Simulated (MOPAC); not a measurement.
Input for MOPAC: PM6 on TaTe, 2S+1 = 4, a spin state set in the input, which need not be the lowest, a point of a bond scan (R = 2.427 Å).

```
PM6 1SCF PRECISE CHARGE=0 UHF MS=1.5 THREADS=1
TaTe

Ta     0.00000000 1     0.00000000 1     0.00000000 1
Te     0.00000000 1     0.00000000 1     2.42684200 1
```

It printed:

```
*******************************************************************************
 **                                                                           **
 **                              MOPAC v23.2.5                                **
 **                                                                           **
 *******************************************************************************
 ** MOPAC's Digital Object Identifier: https://doi.org/10.5281/zenodo.6511958 **
 **                                                                           **
 ** Please cite the open-source release paper for use of this MOPAC version:  **
 ** J. E. Moussa and J. J. P. Stewart (2026)                                  **
 ** MOPAC: An open-source semiempirical molecular orbital program             **
 ** J. Open Source Softw., 11(119), 8025, https://doi.org/10.21105/joss.08025 **
 *******************************************************************************

                              PM6 CALCULATION RESULTS

 *******************************************************************************
 *  PM6        - The PM6 Hamiltonian to be used
 *  UHF        - UNRESTRICTED HARTREE-FOCK CALCULATION
 *
 *
 *
 *                 CHARGE ON SYSTEM = 0
 *
 *
 *
 *  MS=        - IN MECI, MAGNETIC COMPONENT OF SPIN =  1.5
 *  PRECISE    - TIGHTER CRITERIA TO BE USED
 *  1SCF       - DO 1 SCF AND THEN STOP
 *  THREADS=1  - MULTI-THREADING NOT USED
 *  T=         - A TIME OF 172800.0 SECONDS REQUESTED
 *  DUMP=N     - RESTART FILE WRITTEN EVERY 7200.0 SECONDS REQUESTED
 *******************************************************************************
PM6 1SCF PRECISE CHARGE=0 UHF MS=1.5 THREADS=1
 TaTe

   ATOM   CHEMICAL          X               Y               Z
  NUMBER   SYMBOL      (ANGSTROMS)     (ANGSTROMS)     (ANGSTROMS)

     1      Ta          0.00000000  *   0.00000000  *   0.00000000  *
     2      Te          0.00000000  *   0.00000000  *   2.42684200  *



          CARTESIAN COORDINATES

    NO.       ATOM           X           Y           Z

     1        Ta          0.0000      0.0000      0.0000
     2        Te          0.0000      0.0000      2.4268

 General Reference for PM6:
 "Optimization of Parameters for Semiempirical Methods V: Modification of NDDO Approximations
 and Application to 70 Elements", J. J. P. Stewart, J. Mol. Mod., 13, 1173-1213 (2007)
 URL: https://link.springer.com/article/10.1007/s00894-007-0233-4

           Empirical Formula: Ta Te  =     2 atoms



      MOLECULAR POINT GROUP   :   C*v


          UHF CALCULATION, NO. OF ALPHA ELECTRONS =    7
                           NO. OF BETA  ELECTRONS =    4

 -------------------------------------------------------------------------------
 PM6 1SCF PRECISE CHARGE=0 UHF MS=1.5 THREADS=1
 TaTe



     1SCF WAS SPECIFIED, SO BFGS WAS NOT USED
     SCF FIELD WAS ACHIEVED


                              PM6 CALCULATION
                                                       MOPAC v23.2.5 Linux




          FINAL HEAT OF FORMATION =         69.17074 KCAL/MOL =     289.41037 KJ/MOL


          COSMO AREA              =        115.37 SQUARE ANGSTROMS
          COSMO VOLUME            =        109.13 CUBIC ANGSTROMS

          IONIZATION POTENTIAL    =          5.602409 EV
          ALPHA SOMO LUMO (EV)    =         -5.602  2.103
          BETA  SOMO LUMO (EV)    =         -8.497  1.779
          NO. OF ALPHA ELECTRONS  =          7
          NO. OF BETA  ELECTRONS  =          4
          MOLECULAR WEIGHT        =        308.5479         POINT GROUP:  C*v

          MOLECULAR DIMENSIONS (Angstroms)

            Atom       Atom       Distance
           Te     2   Ta     1     2.42684
           Te     2   Ta     1     0.00000
           Ta     1   Te     2     0.00000


          SCF CALCULATIONS        =          1





   ATOM   CHEMICAL          X               Y               Z
  NUMBER   SYMBOL      (ANGSTROMS)     (ANGSTROMS)     (ANGSTROMS)

     1      Ta          0.00000000  *   0.00000000  *   0.00000000  *
     2      Te          0.00000000  *   0.00000000  *   2.42684200  *

                             CARTESIAN COORDINATES

   1   Ta        0.000000000     0.000000000     0.000000000
   2   Te        0.000000000     0.000000000     2.426842000


           Empirical Formula: Ta Te  =     2 atoms



      MOLECULAR POINT GROUP   :   C*v


          ALPHA EIGENVALUES
 -68.61315 -10.96679  -8.78818  -8.78818  -7.70374  -7.70374  -5.60241   2.10250
   2.10250   4.77962  45.34690  45.34690  46.93339


           BETA EIGENVALUES
 -67.63726  -9.52703  -8.49712  -8.49712   1.77900   3.59753   3.59753   4.61973
   4.61973   6.14128  48.05031  50.44953  50.44953


              NET ATOMIC CHARGES AND DIPOLE CONTRIBUTIONS

  ATOM NO.   TYPE          CHARGE      No. of ELECS.   s-Pop       p-Pop       d-Pop
    1         Ta           0.238136        4.7619     1.43697     0.00176     3.32314
    2         Te          -0.238136        6.2381     1.91706     4.32107
 DIPOLE           X         Y         Z       TOTAL
 POINT-CHG.     0.000     0.000    -2.776     2.776
 HYBRID        -0.000    -0.000    -0.753     0.753
 SUM           -0.000    -0.000    -3.529     3.529


          ATOMIC ORBITAL ELECTRON POPULATIONS

     Atom    s        px        py        pz      x^2-y^2     xz        z^2       yz        xy
    1 Ta   1.43697   0.00009   0.00009   0.00159   1.00000   0.47546   0.37221   0.47546   1.00000
    2 Te   1.91706   1.52445   1.52445   1.27217


                    (SZ)    =    1.500000
                    (S**2)  =    3.800706


          ATOMIC ORBITAL SPIN POPULATIONS

    Atom   Total    s     px     py     pz   x^2-y^2  xz     z^2    yz     xy
         Atomic
    1 Ta  2.8303  0.349 -0.000 -0.000  0.000  1.000  0.119  0.243  0.119  1.000
    2 Te  0.1697  0.003 -0.119 -0.119  0.405

 **********************
 *                    *
 * JOB ENDED NORMALLY *
 *                    *
 **********************




 == MOPAC DONE ==
```

The run finished.

Cost: about 0.04 core-seconds (a rough figure).
